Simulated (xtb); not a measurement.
H₂O₂Zn (SMILES [OH][Zn][OH]), singlet, from a rough starting geometry (GFN-xTB shapes and energies of metal compounds can be far from the true ones).

The xtb input:
```
$ xtb mol.xyz --gfn 2 --opt vtight --json

# file mol.xyz
5

Zn    -0.00045198     0.20788177     0.04147426
O      1.27407322    -0.11072575    -1.09449189
H      1.75173887     0.52689760    -1.49763563
O     -1.27689300    -0.47693659     0.98138296
H     -1.78544926    -0.05082472     1.58417382
```

**Question.** What does this run give for the HOMO-LUMO gap, dipole moment, total energy at the end of the optimisation?

**Answer.** 
```
Property                                         Result
-------------------------------------------  ----------
HOMO-LUMO gap                                   4.28 eV
dipole moment                                    4.01 D
total energy at the end of the optimisation  -9.6837 Eh
```
